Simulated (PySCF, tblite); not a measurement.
Compound: C₇H₁₄N₂Si.
SMILES with atom numbers: `[CH2:1]=[CH:2][CH2:3][N:4]([CH3:5])[C@@H:6]1[CH:7]=[N:8][SiH2:9][CH2:10]1` (hydrogens: H11, H12 on C1; H13 on C2; H14, H15 on C3; H16, H17, H18 on C5; H19 on C6; H20 on C7; H21, H22 on Si9; H23, H24 on C10)

Cartesian coordinates in Å at the GFN2-xTB level; atoms count from 1:
```xyz
24
C7H14N2Si angstrom
C      2.9694    1.2723    0.3978
C      2.4911    0.0679    0.1481
C      1.5352   -0.2504   -0.9582
N      0.3719   -0.9654   -0.4543
C     -0.4476   -1.4879   -1.5267
C     -0.3694   -0.2223    0.5466
C     -1.3660   -1.1156    1.2422
N     -2.5001   -0.6938    1.5892
Si    -2.7474    0.9693    1.1022
C     -1.1259    1.0468    0.0971
H      2.6917    2.1275   -0.1975
H      3.6653    1.4562    1.1984
H      2.7778   -0.7803    0.7551
H      1.2581    0.6722   -1.4975
H      2.0344   -0.9183   -1.6701
H     -0.7352   -0.7283   -2.2697
H      0.1094   -2.2705   -2.0436
H     -1.3531   -1.9222   -1.1064
H      0.3618    0.0577    1.3189
H     -1.0682   -2.1360    1.4635
H     -3.9698    1.0602    0.3129
H     -2.7410    1.8499    2.2658
H     -1.3303    0.9940   -0.9715
H     -0.5239    1.9366    0.2654
```

Jobs on this species (24 atoms, 84 electrons) with PySCF (density fitting) and tblite. Hardware of each: an Arm Neoverse V1 with one thread, no GPU, on a shared host. Times come from a shared host and carry two figures at best.

```
level and settings                                                             work  basis functions  SCF cycles  wall time
          GFN2-xTB                                                L-BFGS relaxation                –           –     0.82 s
          GFN2-xTB                                    Hessian by finite differences                –           –          ?
     PBE0/pcSseg-1  shieldings, ring-centre shieldings, charges and field gradients              247          14       70 s
```

**Question.** Fill in the missing figures.

**Answer.** 
- GFN2-xTB; Hessian by finite differences: 1.3 s

**Question.** What do all jobs in the table cost together?

**Answer.** About 72 s; the longest takes about 97 % of that, and about 85 times as long as the shortest.
